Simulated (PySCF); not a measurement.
PySCF 2.14 output of an unrestricted LDA calculation on a single atom or ion in cc-pVDZ-DK (6s5p3d1f, 43 functions), with scalar relativity by spin-free X2C-1e:

```
SCF conv_tol = 1e-09
number electrons alpha = 14  beta = 13
    P. A. M. Dirac.,  Math. Proc. Cambridge Philos. Soc. 26, 376 (1930)
    F. Bloch.,  Z. Phys. 57, 545 (1929)
    S. H. Vosko, L. Wilk, and M. Nusair.,  Can. J. Phys. 58, 1200 (1980)
cycle= 1 E= -1517.45789064115  delta_E= 0.0244  |g|= 0.434  |ddm|= 0.532
cycle= 2 E= -1517.26803250843  delta_E= 0.19  |g|=  1.1  |ddm|= 0.773
cycle= 3 E= -1517.49678487433  delta_E= -0.229  |g|= 0.0522  |ddm|= 0.529
cycle= 4 E= -1517.49763009581  delta_E= -0.000845  |g|= 0.00341  |ddm|= 0.117
cycle= 5 E= -1517.49768163638  delta_E= -5.15e-05  |g|= 0.00247  |ddm|= 0.0487
cycle= 6 E= -1517.49772358645  delta_E= -4.2e-05  |g|= 0.00181  |ddm|= 0.0565
cycle= 7 E= -1517.49774879779  delta_E= -2.52e-05  |g|= 0.0115  |ddm|= 0.181
cycle= 8 E= -1517.49776681918  delta_E= -1.8e-05  |g|= 0.008  |ddm|= 0.0144
cycle= 9 E= -1517.49778182201  delta_E= -1.5e-05  |g|= 0.00145  |ddm|= 0.0133
cycle= 10 E= -1517.4977826704  delta_E= -8.48e-07  |g|= 0.000559  |ddm|= 0.0172
cycle= 11 E= -1517.4977828356  delta_E= -1.65e-07  |g|= 1.93e-05  |ddm|= 0.00508
cycle= 12 E= -1517.49778283557  delta_E= 2.77e-11  |g|= 1.41e-05  |ddm|= 0.000164
converged SCF energy = -1517.49778283557  <S^2> = 0.7841398  2S+1 = 2.0338533
```

The run itself started from symmetry-adapted Hartree-Fock orbitals and held the occupation by maximum overlap, on a logarithmic radial grid, so the iterations belong to that start.

Task: Which element, charge and spin multiplicity is this?

Result: Ni⁺ (nickel, charge +1), multiplicity 2; the state was [Ar] 3d9, 2D determinant.
